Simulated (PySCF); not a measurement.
Molecule: SMILES c1(N(C)C)ccco1, C6H9NO.

Bonds (- single, = double, # triple, : aromatic): C1-N2, N2-C3, N2-C4, C4:C5, C5:C6, C6:C7, C7:O8, O8:C4. C1 carries H9, H10, H11; C3 carries H12, H13, H14; C5 carries H15; C6 carries H16; C7 carries H17.

Frames of a GFN2-xTB Langevin trajectory at 200 K; GIAO PBE0/pcSseg-1 shieldings in PySCF 2.14, gas phase, non-relativistic; equivalent atoms averaged within each frame.

References, each an isolated molecule treated in the same way: ¹³C (σref 186.93), ¹H (σref 31.72) vs TMS; NH3 for ¹⁵N (σref 267.73); ¹⁷O (σref 336.08) against H2O. The references are static minima.

Question: How do the shifts (ppm) fluctuate along the trajectory?

Answer: 
| time (fs) | C4 | C7 | C6 | C5 | C1/C3 | N2 | O8 | H17 | H16 | H15 |
| --- | --- | --- | --- | --- | --- | --- | --- | --- | --- | --- |
| optimised geometry | 164.9 | 136.7 | 119.0 | 87.4 | 39.8 | 70.1 | 273.1 | 7.03 | 6.52 | 5.26 |
| 250 | 167.6 | 137.4 | 117.0 | 94.1 | 42.3 | 67.3 | 290.9 | 7.36 | 7.09 | 6.02 |
| 425 | 174.6 | 137.9 | 117.6 | 100.5 | 39.6 | 65.9 | 287.5 | 7.48 | 6.02 | 6.71 |
| 625 | 165.2 | 141.1 | 119.3 | 84.2 | 44.8 | 68.4 | 284.9 | 7.26 | 6.11 | 4.55 |
| 800 | 168.3 | 138.7 | 123.7 | 90.9 | 39.4 | 73.1 | 272.0 | 7.52 | 6.58 | 5.11 |
| 1000 | 168.9 | 144.8 | 120.6 | 92.9 | 44.7 | 76.2 | 290.8 | 6.80 | 6.31 | 4.76 |
| mean of frames | 168.9 | 140.0 | 119.6 | 92.5 | 42.2 | 70.2 | 285.2 | 7.28 | 6.42 | 5.43 |
| standard deviation | 3.5 | 3.0 | 2.7 | 5.9 | 2.6 | 4.3 | 7.8 | 0.29 | 0.43 | 0.91 |

5 frames give an uncertainty of the mean of about the standard deviation over 2.2 at best, since frames this close in time may not be independent; classical motion lacks zero-point vibration, and the reference would need the same averaging.
